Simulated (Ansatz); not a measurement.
Species: ScF$_{2}$, net charge 0, doublet state. The spin state was set by rule; other spins were not relaxed. 
Geometry from a B3LYP-D3(BJ)/def2-TZVP (Ansatz, an electronic-structure program) optimisation:
```
Sc
F 1 1.8367
F 1 1.8367 2 120.29
```
Charge 0, spin multiplicity 2.

Dipole moments at this geometry, in debye (magnitudes).

| level | program | dipole (D) |
|---|---|---|
| SVWN5/def2-TZVPD | Ansatz | 2.84 |
| revPBE/def2-TZVPD | Ansatz | 2.86 |
| r2SCAN/def2-TZVPD | Ansatz | 3.36 |
| PBE0/def2-TZVPD | Ansatz | 3.17 |
| r2SCAN0/def2-TZVPD | Ansatz | 3.61 |
| HSE06/def2-TZVPD | Ansatz | 3.18 |
| CAM-B3LYP/def2-TZVPD | Ansatz | 3.32 |
| LC-wPBE/def2-TZVPD | Ansatz | 3.64 |
| CCSD(T)/def2-SVPD | Ansatz | 2.24 |
